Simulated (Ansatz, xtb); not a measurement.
**Relative energy of two isomers of C7H10O**

Structure I is `C#C[C@@H]1CCC[C@H]1O`, a singlet and structure II is `C#C[C@@H]1CCC[C@@H]1O`, a singlet. Both are isolated molecules in the gas phase, relaxed with r2SCAN-D4/def2-SVP, each in the lowest conformer that the search found.

Q: Estimate E(II) − E(I) at the level CCSD(T)/def2-SVP + ΔMP2/def2-TZVPP.

A: Calculated at CCSD(T)/def2-SVP + ΔMP2/def2-TZVPP: E(II) − E(I) = −0.053 eV, so structure II lies lower.

How the difference moves with the method:

| level | geometry | E(II) − E(I) (eV) | departure from the last row (eV) | job, with rough time for the two |
| --- | --- | --- | --- | --- |
| r2SCAN-D4/def2-SVP | r2SCAN-D4/def2-SVP | −0.056 | −0.003 | optimisation, 2.7 min |
| HF/def2-SVP | r2SCAN-D4/def2-SVP | −0.017 | +0.036 | part of the CCSD(T) run |
| MP2/def2-SVP | r2SCAN-D4/def2-SVP | −0.072 | −0.019 | part of the CCSD(T) run |
| CCSD(T)/def2-SVP | r2SCAN-D4/def2-SVP | −0.067 | −0.013 | single point |
| CCSD(T)/def2-SVP + ΔMP2/def2-TZVPP | r2SCAN-D4/def2-SVP | −0.053 |  | single point, 4.7 min |

As drawn, both hold the same kinds of bond in the same numbers.

HF/def2-SVP finds them nearly level. The largest departure from CCSD(T)/def2-SVP + ΔMP2/def2-TZVPP is that of HF/def2-SVP, 0.036 eV. Levels run at GFN2-xTB geometries aren't shown. The last row adds to CCSD(T) the change of the MP2 difference between the two basis sets, here +0.013 eV.

With thermal terms from frequencies at re-optimised GFN2-xTB minima (ideal gas, soft modes damped towards free rotors, one conformer each, 298.15 K, 1 atm): on the last row, ΔE + ΔZPE = −0.056, ΔH = −0.057, ΔG = −0.056 eV.

The correlated steps freeze 8 core orbitals. Programs: Ansatz 0.2.0, xtb 6.7.1; the last row on 2 threads of Arm Neoverse V2 on a shared host.
